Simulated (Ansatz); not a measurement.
Total energies of AlCl₃H₂Se (`[Cl][Al-]([Cl])([Cl])[SeH2+]`).

Cartesian coordinates in Å:
```
Cl -0.769 1.291 2.110
Al 0.531 0.688 0.573
Cl 1.220 2.154 -0.768
Cl 1.841 -0.900 1.001
Se -1.218 -0.453 -0.978
H -1.386 -1.640 -0.126
H -0.220 -1.139 -1.812
```

Charge 0, multiplicity 1. Correlated methods include outer-core shells of Se, which these sets cover unevenly. Scalar relativity is left out up to krypton. All single points use the PBE0-D4/def2-TZVP geometry. It is one conformer, not always the lowest. Basis def2-TZVPP, the Gaussian-basis code of Ansatz.

RPA on PBE orbitals: Hartree–Fock energy of these orbitals -4021.64724 Eh, correlation -1.49586 Eh (frozen core).

```csv
functional,energy without D4 (Eh),D4 term (kJ/mol)
LDA (SPW92),-4017.12464,–
PBE,-4025.00102,-27.8
revPBE,-4025.55435,-62.2
BLYP,-4026.08749,-57.8
r2SCAN,-4025.94637,-6.5
B97M-V,-4025.22011,–
PBE0,-4025.21721,-24.3
B3LYP,-4026.16785,-45.7
r2SCANh,-4025.93763,-7.2
r2SCAN0,-4025.92578,-8.1
HSE06 (plane-wave form),-4025.19111,-23.3
BHLYP,-4026.05875,-42.1
CAM-B3LYP,-4026.23828,-25.8
LC-ωPBE,-4025.28421,–
ωB97X-V,-4025.60629,–
ωB97M-V,-4025.85298,–
B2PLYP,-4025.18551,–
PBE-QIDH,-4024.56963,–
```

B3LYP takes the VWN-RPA correlation (the form of Gaussian; ORCA's B3LYP/G). HSE06 is the plane-wave form, built on full-range PBE exchange. The double hybrids freeze the cores in their second-order part.

LC-ωPBE has ω = 0.4 bohr⁻¹.
